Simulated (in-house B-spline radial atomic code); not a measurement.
A radial electron density 4πr²n(r) was computed for an atom or ion in its tabulated ground configuration with an all-electron radial atomic-structure program (B-spline basis); method: Dirac-Kohn-Sham HSE06, spherical fractional occupations, exact exchange averaged over the configuration. Columns: r (bohr), 4πr²n(r) (electrons per bohr), bar.

```
 0.00151    1.901 #
 0.00183    2.664 ##
 0.00223    3.747 ##
 0.00271    5.206 ###
  0.0033    7.192 #####
 0.00401    9.796 ######
 0.00488     13.2 #########
 0.00594     17.5 ###########
 0.00722    22.72 ###############
 0.00878    28.82 ###################
  0.0107    35.61 #######################
   0.013    42.41 ############################
  0.0158    48.52 ################################
  0.0192       53 ###################################
  0.0234    54.97 ####################################
  0.0284    54.05 ###################################
  0.0346    50.92 #################################
  0.0421     47.6 ###############################
  0.0512    46.81 ###############################
  0.0623    50.54 #################################
  0.0757    58.12 ######################################
  0.0921     65.6 ###########################################
   0.112    67.37 ############################################
   0.136    60.88 ########################################
   0.166    49.69 ################################
   0.202    42.74 ############################
   0.245    44.74 #############################
   0.298    50.95 #################################
   0.363    50.93 #################################
   0.442    40.05 ##########################
   0.537    24.96 ################
   0.653    14.78 ##########
   0.795    11.94 ########
   0.967    11.62 ########
    1.18    9.274 ######
    1.43    5.395 ####
    1.74     2.16 #
    2.12    0.585 
    2.57   0.1115 
    3.13  0.01334 
    3.81 0.0009807 
    4.63 4.018e-05
```

Q: Which atom or ion is it?
A. Ru6+
B. Mo6+
C. Tc6+
D. Tc5+

A: C. The area under the curve, ∫4πr²n dr = ∫r·4πr²n d(ln r) on this logarithmic grid, is 37 electrons, which only this option has. The configuration is [Kr] 4d1.
